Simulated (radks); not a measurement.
Problem. The table gives one normalised radial function P(r) = r R(r) of Tl2+ in [Xe] 4f14 5d8 6s1 7s2 (r in bohr). All-electron calculation, scalar-relativistic Kohn-Sham, PBEsol, spin-unpolarised, spherical densities, finite nucleus; Fermi nuclear charge, rms radius 5.4759 fm. Program: a radial shooting solver on a logarithmic mesh with Libxc functionals.

r	P
0.001363	0.0219
0.002203	0.0296
0.003532	0.0378
0.005709	0.0437
0.009152	0.0410
0.01479	0.0203
0.02371	-0.0218
0.03832	-0.0643
0.06143	-0.0436
0.09928	0.0620
0.1592	0.0733
0.2572	-0.1076
0.4124	-0.0436
0.6665	0.2044
1.077	-0.0734
1.727	-0.3188
2.791	0.2096
4.474	0.5824
7.23	0.1885
11.59	0.0087

Which n and l does it have? It may be an empty orbital.

Solution. n = 7, l = 0: the number of nodes gives n - l - 1 = 6, the rise at small r (about r^(l+1), flatter next to the nucleus through relativity) gives l, and the extent must fit the shell. The curve is that of 7s. 7s: eigenvalue -12.927 eV, 6 radial nodes at r = 0.0190, 0.0766, 0.197, 0.442, 0.999, 2.42 bohr, <r> = 4.44 bohr, 90 % of the charge inside 6.17 bohr.
